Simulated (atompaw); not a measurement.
**Logarithmic derivatives: S, PAW (atompaw)**

sulfur (S), PAW, made with atompaw 4.2.0.5 (PBEsol, non-relativistic). Core [Ne], reference 3s2 3p3 (charge +1). Waves: 3s (bound): rc 1.50 bohr; 3s channel at -0.55 Ry: rc 1.50 bohr; 3p (bound): rc 1.15 bohr; 3p channel at -0.9 Ry: rc 1.15 bohr. Local part: ultrasoft scheme with l = 2 at 0 Ry, radius 1.05 bohr. Core correction: smooth core density matched at 0.95 bohr. Augmentation charge: sinc compensation charge, radius 1.40 bohr; PAW radius 1.50 bohr; waves and projectors: custom polynom gramschmidtortho.

The phase is arctan(r·u′/u) with u = r·R(r), unwrapped; energies in Ry, scanned from -4 to 5 Ry. A pole is an energy at which the radial function vanishes at the test radius. The pseudo phase is shifted by a multiple of π to meet the all-electron one at the reference energy, and phase errors are pseudo minus all-electron; the curves can meet again beyond the range given. Levels narrower than the energy grid can be missing from the lists of poles.

Question: For each channel, where are the poles, and over which energies does the pseudopotential scatter like the atom?

Answer:

```csv
channel,radius (bohr),reference energy (Ry),"poles, all-electron","poles, pseudo",unbroken range about the reference energy with phases within 0.05 rad,phase error 1 Ry above the reference energy (rad)
s,1.50,-2.02,3.62,3.62,the whole range,+0.000
p,1.50,-1.23,4.63,4.65,the whole range,+0.000
```

Note: ghost states, extra bound levels that the all-electron valence spectrum of the same l lacks: s at -344.6 eV, p at -137.6 eV. A true bound ghost makes a file unfit for plane-wave use.

Phases in the s channel:

```json
{"E (Ry)": "-4.00", "all-electron": "0.875", "pseudo": "0.875"}
{"E (Ry)": "-3.52", "all-electron": "0.728", "pseudo": "0.728"}
{"E (Ry)": "-3.04", "all-electron": "0.508", "pseudo": "0.508"}
{"E (Ry)": "-2.56", "all-electron": "0.183", "pseudo": "0.183"}
{"E (Ry)": "-2.08", "all-electron": "-0.228", "pseudo": "-0.228"}
{"E (Ry)": "-1.60", "all-electron": "-0.616", "pseudo": "-0.616"}
{"E (Ry)": "-1.12", "all-electron": "-0.899", "pseudo": "-0.899"}
{"E (Ry)": "-0.64", "all-electron": "-1.088", "pseudo": "-1.088"}
{"E (Ry)": "-0.16", "all-electron": "-1.216", "pseudo": "-1.216"}
{"E (Ry)": "0.32", "all-electron": "-1.306", "pseudo": "-1.306"}
{"E (Ry)": "0.80", "all-electron": "-1.372", "pseudo": "-1.372"}
{"E (Ry)": "1.28", "all-electron": "-1.423", "pseudo": "-1.423"}
{"E (Ry)": "1.76", "all-electron": "-1.464", "pseudo": "-1.464"}
{"E (Ry)": "2.24", "all-electron": "-1.498", "pseudo": "-1.498"}
{"E (Ry)": "2.72", "all-electron": "-1.526", "pseudo": "-1.526"}
{"E (Ry)": "3.20", "all-electron": "-1.551", "pseudo": "-1.551"}
{"E (Ry)": "3.68", "all-electron": "-1.573", "pseudo": "-1.574"}
{"E (Ry)": "4.16", "all-electron": "-1.594", "pseudo": "-1.594"}
{"E (Ry)": "4.64", "all-electron": "-1.613", "pseudo": "-1.613"}
```
